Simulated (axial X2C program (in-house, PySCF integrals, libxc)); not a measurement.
**A run on HfC⁻ without results**

A two-component calculation with an in-house all-electron X2C program for linear molecules (integrals from PySCF).

Input and command:
```json
{"zs": [72, 6], "q": -1, "bas": ["dyall-acv3z", "dyall-av3z"], "r0": 1.95, "eom": "ea", "thr": -2.0, "nmax": 92, "grid": [1, 0.96, 1.045, 0.92, 1.09, 1.15], "rq": 0}
```
```bash
python soeom.py task.json out
```

Keys: zs atomic numbers; q charge; bas basis sets; r0 starting distance in Å; eom kind of EOM run; thr threshold in hartree for freezing inner shells (an s shell follows its p shell); nmax most natural virtual spinors; grid distances as factors; rq charge at which the geometry is sought.

Outcome:

The PBE0 distance search ended without bracketing a minimum (an unconverged step or the end of its range); this says nothing on whether the molecule is bound.
